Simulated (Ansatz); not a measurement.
A run for Ansatz (a quantum-chemistry and plane-wave program): U-CCSD(T)/cc-pVTZ on BO, 2S+1 = 2, a point of a bond scan (R = 1.442 Å).

Ansatz 0.2 input:
```yaml
crystal:
  periodic: [false, false, false]
  atoms:
    - {symbol: B, position_ang: [-0.00000000, -0.00000000, -0.73974202]}
    - {symbol: O, position_ang: [0.00000000, 0.00000000, 0.70275492]}
basis:
  gaussian:
    orbitals: cc-pVTZ
magnetization: {spin_polarized: true, initial_magnetization: 1}
correlation: {method: ccsd_t, electrons: outside_noble_gas}
scf: {omitted_lower_state_checks: [cluster_reference]}
```

Program output:

```
WARN ansatz: RAYON_NUM_THREADS=1 ignored (pool sized by the plan → 1); use --threads N
Functional definition: HF
these checks for a lower state are left out or cut short: cluster_reference
integrals: 0.04 GiB planned
369 factors; integrals over basis functions are off by at most 7.4e-4 eV
mean field: 0.08 GiB planned
mean field evaluation 1: about -2702.3660 eV, gradient 3.0e1 eV
mean field evaluation 2: about -2702.3677 eV, gradient 3.0e1 eV
mean field evaluation 4: about -2706.7067 eV, gradient 2.8e0 eV
mean field evaluation 8: about -2706.9019 eV, gradient 4.3e-1 eV
mean field evaluation 16: about -2706.9870 eV, gradient 8.0e-4 eV
mean field evaluation 32: about -2702.3240 eV, gradient 6.9e0 eV
mean field evaluation 64: about -2705.4453 eV, gradient 5.0e0 eV
mean field evaluation 96: about -2706.8043 eV, gradient 5.0e-3 eV
mean field evaluation 128: about -2704.3236 eV, gradient 2.5e0 eV
mean field evaluation 160: about -2706.9111 eV, gradient 3.8e-1 eV
mean field -2706.98857384 eV, -99.4799952259 hartree, gradient 1.7e-6 eV, S^2 1.105191; 14 other end points of the search recorded, 0 dependent functions left out
2 core orbitals not correlated
reference -2706.98857384 eV, -99.4799952259 hartree; 5, 4 occupied and 53, 54 virtual orbitals, 369 factors
second order -6.77951946 eV of doubles, -0.00000000 eV of singles
coupled cluster: 0.15 GiB planned
cycle   1  -7.03858770 eV  change   -2.6e-1 eV  update   1.0e-1
cycle   2  -7.37298854 eV  change   -3.3e-1 eV  update   5.4e-2
cycle   3  -7.58518966 eV  change   -2.1e-1 eV  update   5.1e-2
cycle   4  -7.64929808 eV  change   -6.4e-2 eV  update   4.1e-2
cycle   5  -7.72189789 eV  change   -7.3e-2 eV  update   3.9e-2
cycle   6  -7.67909192 eV  change    4.3e-2 eV  update   4.0e-2
cycle   7  -7.67533434 eV  change    3.8e-3 eV  update   4.0e-2
cycle   8  -7.43825267 eV  change    2.4e-1 eV  update   3.9e-2
cycle   9  -7.45861959 eV  change   -2.0e-2 eV  update   3.2e-2
cycle  10  -7.39665347 eV  change    6.2e-2 eV  update   2.1e-2
cycle  11  -7.41676177 eV  change   -2.0e-2 eV  update   2.3e-2
cycle  12  -7.40918106 eV  change    7.6e-3 eV  update   4.9e-3
cycle  13  -7.40780310 eV  change    1.4e-3 eV  update   2.4e-3
cycle  14  -7.40593361 eV  change    1.9e-3 eV  update   1.4e-3
cycle  15  -7.40764914 eV  change   -1.7e-3 eV  update   6.6e-4
cycle  16  -7.40755293 eV  change    9.6e-5 eV  update   6.0e-4
cycle  17  -7.40798590 eV  change   -4.3e-4 eV  update   2.0e-4
cycle  18  -7.40815854 eV  change   -1.7e-4 eV  update   9.5e-5
cycle  19  -7.40834573 eV  change   -1.9e-4 eV  update   4.9e-5
cycle  20  -7.40844725 eV  change   -1.0e-4 eV  update   2.1e-5
cycle  21  -7.40847182 eV  change   -2.5e-5 eV  update   7.3e-6
cycle  22  -7.40847034 eV  change    1.5e-6 eV  update   3.0e-6
coupled cluster: 0.15 GiB planned
perturbative correction -0.28038038 eV, -0.0103037887 hartree
WARN: the results are in doubt because among natural orbitals full CI differs from the method by -1.293 eV
Total energy: -2714.67742456 eV, -99.7625552780 hartree
In doubt: among natural orbitals full CI differs from the method by -1.293 eV
Checks for a lower state left out: cluster_reference
```

The calculation finished and met its thresholds. Its determinant has ⟨S²⟩ = 1.11, a mixture of spin states.

Warnings raised: large difference.

Cost: roughly 5 core-seconds.
